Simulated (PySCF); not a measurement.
## Correlation energy of F (fluorine, neutral)

[He] 2s2 2p5, 2P determinant. Computed with PySCF 2.14 in aug-cc-pVQZ (6s5p4d3f2g, 80 functions), with no relativity, point nucleus. Frozen: 1s2; 7 electrons correlated.

| level | correlation energy (mhartree) |
| --- | --- |
| CCSD | -233.90 |
| (T) | -4.93 |
| CCSD(T) | -238.83 |

Diagnostics: T1 = 0.0071, D1 = 0.0120, largest double amplitude 0.029.

Cost of the coupled-cluster step: of the order of 19 core-seconds, for 7 correlated electrons.

Iterations:

```
CC2 = 0
CCSD nocc = (np.int64(4), np.int64(3)), nmo = (79, 79)
frozen orbitals [[0], [0]]
max_cycle = 100
direct = 0
conv_tol = 1e-08
conv_tol_normt = 1e-06
diis_space = 8
diis_start_cycle = 0
Init t2, MP2 energy = -0.22389127453195
Init E_corr(UCCSD) = -0.223891274536509
cycle = 1  E_corr(UCCSD) = -0.230430724787149  dE = -0.00653945025  norm(t1,t2) = 0.028591
cycle = 2  E_corr(UCCSD) = -0.233096109698039  dE = -0.00266538491  norm(t1,t2) = 0.00824503
cycle = 3  E_corr(UCCSD) = -0.233609154584465  dE = -0.000513044886  norm(t1,t2) = 0.00422664
cycle = 4  E_corr(UCCSD) = -0.233921640892194  dE = -0.000312486308  norm(t1,t2) = 0.00181479
cycle = 5  E_corr(UCCSD) = -0.233892964473526  dE = 2.86764187e-05  norm(t1,t2) = 0.00067631
cycle = 6  E_corr(UCCSD) = -0.233890504866221  dE = 2.45960731e-06  norm(t1,t2) = 0.000162992
cycle = 7  E_corr(UCCSD) = -0.233896264765575  dE = -5.75989935e-06  norm(t1,t2) = 5.7053e-05
cycle = 8  E_corr(UCCSD) = -0.233896530385783  dE = -2.65620208e-07  norm(t1,t2) = 1.40024e-05
cycle = 9  E_corr(UCCSD) = -0.233895924974783  dE = 6.05411e-07  norm(t1,t2) = 4.67292e-06
cycle = 10  E_corr(UCCSD) = -0.233895952951672  dE = -2.79768887e-08  norm(t1,t2) = 1.22734e-06
cycle = 11  E_corr(UCCSD) = -0.233895981534446  dE = -2.85827745e-08  norm(t1,t2) = 3.29888e-07
cycle = 12  E_corr(UCCSD) = -0.233895984490922  dE = -2.95647551e-09  norm(t1,t2) = 6.48026e-08
UCCSD converged
E(UCCSD) = -99.64798135037478  E_corr = -0.2338959844909215
UCCSD(T) correction = -0.0049268194199683
```
